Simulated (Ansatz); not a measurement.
**A geometry optimisation of FGaGeH3N with r2SCAN-D4/def2-SVP**

The starting geometry of this gas-phase singlet was optimised with GFN2-xTB.

```yaml
atoms:
  - { symbol: F, position_ang: [1.1302, -1.1321, 0.1527] }
  - { symbol: Ga, position_ang: [-0.1846, -1.0788, -1.3381] }
  - { symbol: Ge, position_ang: [0.5716, 0.7520, 1.3602] }
  - { symbol: N, position_ang: [-1.0665, 0.5415, 0.2986] }
  - { symbol: H, position_ang: [-1.3682, 1.4163, -0.1167] }
  - { symbol: H, position_ang: [-1.8461, 0.2059, 0.8569] }
  - { symbol: H, position_ang: [1.2171, 1.6301, 0.1203] }
```

Where would you expect an optimisation with r2SCAN-D4/def2-SVP to take it?

New bonds form, giving a structure with F1 bridging Ga2 and Ge3, given below by its coordinates. Distances that change by over a tenth: Ga2–Ge3 (3.35 → 2.79 Å). Contacts that close: F1–Ge3 (2.31 → 1.91 Å), Ga2–N4 (2.47 → 2.18 Å).

The energy falls by 0.48 eV over 17 steps:

```csv
step,E − E(last) (eV)
1,0.480
3,0.183
5,0.112
6,0.100
8,0.016
10,0.005
12,0.000
13,0.000
15,0.000
17,0.000
```

Final geometry (Å):

```yaml
atoms:
  - { symbol: F, position_ang: [0.8082, -1.0539, 0.6414] }
  - { symbol: Ga, position_ang: [0.1409, -0.3613, -1.2890] }
  - { symbol: Ge, position_ang: [0.6715, 0.7629, 1.2067] }
  - { symbol: N, position_ang: [-1.0855, 0.5399, 0.2677] }
  - { symbol: H, position_ang: [-1.6053, 1.3950, 0.0508] }
  - { symbol: H, position_ang: [-1.7159, -0.0770, 0.7841] }
  - { symbol: H, position_ang: [1.2394, 1.1294, -0.3277] }
```

Frequencies at the end are all real (lowest 159 cm⁻¹). Run with Ansatz 0.2.0, 25 s on 2 threads of Intel(R) Xeon(R) 6975P-C (Granite Rapids), on a shared host.
